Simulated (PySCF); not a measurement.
# SnO(OH), doublet: computed properties

These are results of UPBE0 in PySCF with Sn def2-TZVP with ECP28, O def2-TZVP, H def2-TZVP; scalar-relativistic core potentials, no spin–orbit coupling; density-fitted integrals, not measurements.

The structure is a minimum.

Z-matrix (Å, degrees; charge 0 multiplicity 2):
```
Sn
O  1 1.9970
O  1 1.9739 2 94.54
H  3 0.9622 1 114.79 2 0.00
```

* Point group: Cs
* Bond lengths: O–H 0.962 Å, Sn–O 1.974 Å, Sn–O 1.997 Å
* Bond angles: H–O–Sn 114.8°, O–Sn–O 94.5°
* Principal quadrupole moments (Buckingham, traceless) about the centre of mass: -9.83, 4.90, 4.94 D Å
* Rotational constants: 0.3399, 0.2425, 0.1415 cm⁻¹
* Rotational symmetry number: 1
* Highest occupied level (β): -7.86 eV
* Entropy at 298.15 K and 1 bar (electronic part: spin only): 300.5 J/(mol K)
* Dipole moment: 1.50 D
* Spin squared ⟨S²⟩: 0.757
* Atomisation energy without zero-point energy: 1153 kJ/mol
* Lowest empty level (β): -3.92 eV
* Principal polarisabilities: 36.0, 45.3, 54.3 bohr³
* Zero-point energy: 37.7 kJ/mol
* Heat capacity Cp at 298.15 K: 59.6 J/(mol K)
* Enthalpy at 298.15 K above 0 K: 13.63 kJ/mol

Harmonic modes (masses in u: Sn 119.902, O 15.995, H 1.008):
```csv
symmetry,ω (cm⁻¹),IR (km/mol),μ (u)
a',142,21.7,8.94
a'',401,130,1.11
a',538,29.3,16.97
a',605,95.2,13.29
a',752,30.5,1.09
a',3865,65.5,1.07
```

Charges (e):
```csv
atom,Mulliken,Löwdin,polar tensor,spin (Mulliken),Mayer order to Sn1
Sn1,0.80,0.47,0.90,-0.02,–
O2,-0.44,-0.27,-0.43,0.98,0.97
O3,-0.68,-0.35,-0.69,0.04,0.95
H4,0.32,0.14,0.23,0.00,0.04
```
Other Mayer orders above 0.3: O–H 0.88.

Mulliken populations on Sn1 (electrons outside its core potential): s 3.84, p 7.13, d 10.16, f 0.07.

Only a few start shapes were tried, so a lower isomer may exist. With an element this heavy the missing spin–orbit coupling can shift these numbers.

The final relaxation and frequency run took 87 s on 4 threads of a shared AMD EPYC 7R43 64-Core (Zen 3) host, with 118 basis functions and 19 gradients; the process peaked at 1.3 GiB. Launch command: `OMP_NUM_THREADS=4 python axn.py task.json out`.
